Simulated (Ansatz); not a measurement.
Job for Ansatz (a quantum-chemistry and plane-wave program): U-CCSD(T)/def2-SVP on H3In (SMILES [InH3]), a point of a bond scan (R = 1.384 Å). Elements past Kr take the def2 small-core potentials; no spin–orbit coupling. The run froze 9 orbitals, filled d shells among them.

Ansatz 0.2 input:
```yaml
crystal:
  periodic: [false, false, false]
  atoms:
    - {symbol: In, position_ang: [-0.00000000, 0.00000000, 0.00000000]}
    - {symbol: H, position_ang: [0.54931888, -0.37950282, 1.21281766]}
    - {symbol: H, position_ang: [-0.39135161, 1.66043977, -0.29090875]}
    - {symbol: H, position_ang: [-0.29529699, -1.18606124, -1.22511332]}
basis:
  gaussian:
    orbitals: def2-SVP
correlation: {method: ccsd_t, electrons: outside_noble_gas}
scf: {omitted_lower_state_checks: [cluster_reference]}
magnetization: {spin_polarized: true, initial_magnetization: 0}
```

It printed:

```
WARN ansatz: RAYON_NUM_THREADS=1 ignored (pool sized by the plan → 1); use --threads N
Functional definition: HF
these checks for a lower state are left out or cut short: cluster_reference
integrals: 0.02 GiB planned
492 factors; integrals over basis functions are off by at most 4.7e-4 eV
mean field: 0.08 GiB planned
mean field evaluation 1: about -5193.1260 eV, gradient 6.3e0 eV
mean field evaluation 2: about -5193.1334 eV, gradient 6.3e0 eV
mean field evaluation 4: about -5193.4974 eV, gradient 5.3e-1 eV
mean field evaluation 8: about -5193.4989 eV, gradient 1.4e-4 eV
mean field -5193.49889869 eV, -190.8575642469 hartree, gradient 7.3e-7 eV, S^2 0.000000; 0 other end points of the search recorded, 0 dependent functions left out
9 core orbitals not correlated
reference -5193.49889869 eV, -190.8575642469 hartree; 3, 3 occupied and 29, 29 virtual orbitals, 492 factors
second order -1.89737242 eV of doubles, -0.00000000 eV of singles
coupled cluster: 0.08 GiB planned
cycle   1  -2.31125669 eV  change   -4.1e-1 eV  update   4.8e-2
cycle   2  -2.47331011 eV  change   -1.6e-1 eV  update   1.7e-2
cycle   3  -2.47641076 eV  change   -3.1e-3 eV  update   3.6e-3
cycle   4  -2.47659704 eV  change   -1.9e-4 eV  update   7.9e-4
cycle   5  -2.47639164 eV  change    2.1e-4 eV  update   2.1e-4
cycle   6  -2.47633383 eV  change    5.8e-5 eV  update   4.6e-5
cycle   7  -2.47635590 eV  change   -2.2e-5 eV  update   1.3e-5
cycle   8  -2.47635468 eV  change    1.2e-6 eV  update   3.6e-6
perturbative correction -0.02701874 eV, -0.0009929202 hartree
Total energy: -5196.00227211 eV, -190.9495615232 hartree
Checks for a lower state left out: cluster_reference
```

Self-consistency was reached.

Cost: very roughly 0.5 core-seconds.
